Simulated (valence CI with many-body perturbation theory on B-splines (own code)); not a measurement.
# Ladder of approximations for Re⁵⁴⁺

Calculated by valence CI with perturbative core correlation (CI+MBPT): three valence electrons over a frozen Dirac-Fock core [Ar], a basis of 9 s, 9 p, 10 d, 8 f, 5 g, 3 h, 1 i functions for each j, with the one-electron correlation potential Σ1, the two-electron term Σ2, the three-electron term Σ3, Breit, model QED; selected CI, second order for the rest (own B-spline code, finite nucleus).

The last digits are not significant, and no measured levels were compared; by estimate large intervals hold to a few tenths of a per cent, small ones and those within an open d or f shell to about a per cent. The list stops below the first excitations out of the core. Only levels of the ground parity were solved; by the run's estimate the other parity begins above the list, which can be wrong where configurations are misplaced.

Each rung adds one term. CI alone is the Dirac-Coulomb CI over the frozen core; QED comes last and gives the full result, which names the levels. Energies are above (3d3/2^3) J=3/2 on the same rung, in eV.

Levels are named by their leading jj configuration (3d3/2^4 stands for four electrons in 3d with j = 3/2), which in mixed levels can hold well under half, so a name can repeat and another be missing. Letters in brackets count levels of one name in rising energy.

| Level | CI alone | + Σ1 | + Σ2 | + Σ3 | + Breit | Full |
| --- | --- | --- | --- | --- | --- | --- |
| (3d3/2^2 3d5/2) J=5/2 [a] | 71.34 | 71.62 | 72.12 | 72.14 | 70.12 | 70.33 |
| (3d3/2^2 3d5/2) J=3/2 | 77.69 | 77.96 | 78.05 | 78.19 | 76.51 | 76.72 |
| (3d3/2^2 3d5/2) J=9/2 | 83.02 | 83.30 | 83.81 | 83.79 | 80.18 | 80.39 |
| (3d3/2^2 3d5/2) J=7/2 | 82.88 | 83.16 | 83.48 | 83.48 | 80.38 | 80.60 |
| (3d3/2^2 3d5/2) J=1/2 | 83.65 | 83.93 | 83.74 | 83.93 | 81.98 | 82.19 |
| (3d3/2^2 3d5/2) J=5/2 [b] | 107.96 | 108.26 | 107.79 | 107.85 | 105.94 | 106.16 |
| (3d3/2 3d5/2^2) J=7/2 [a] | 151.93 | 152.48 | 153.25 | 153.27 | 149.06 | 149.48 |
| (3d3/2 3d5/2^2) J=9/2 | 157.52 | 158.07 | 158.89 | 158.93 | 153.75 | 154.18 |
| (3d3/2 3d5/2^2) J=3/2 [a] | 161.81 | 162.36 | 162.57 | 162.55 | 159.14 | 159.56 |
| (3d3/2 3d5/2^2) J=1/2 | 165.08 | 165.64 | 165.63 | 165.84 | 162.13 | 162.56 |
| (3d3/2 3d5/2^2) J=11/2 | 168.00 | 168.55 | 169.35 | 169.39 | 163.37 | 163.79 |
| (3d3/2 3d5/2^2) J=5/2 [a] | 166.81 | 167.36 | 167.39 | 167.39 | 163.65 | 164.07 |
| (3d3/2 3d5/2^2) J=5/2 [b] | 176.41 | 176.98 | 176.87 | 176.85 | 172.73 | 173.16 |
| (3d3/2 3d5/2^2) J=7/2 [b] | 177.18 | 177.74 | 177.70 | 177.78 | 173.07 | 173.49 |
| (3d3/2 3d5/2^2) J=3/2 [b] | 196.93 | 197.51 | 196.92 | 196.99 | 193.76 | 194.19 |
| (3d5/2^3) J=9/2 | 237.51 | 238.34 | 239.30 | 239.29 | 232.69 | 233.32 |

Problem. How does the ionisation energy move along the ladder, and which term matters most?

Solution. CI alone 5233.5, + Σ1 5236.2, + Σ2 5242.4, + Σ3 5242.4, + Breit 5237.4, + QED 5237.7 eV. The largest step is Σ2, 6.1 eV. NIST lists 5236 ± 5 eV (theoretical).
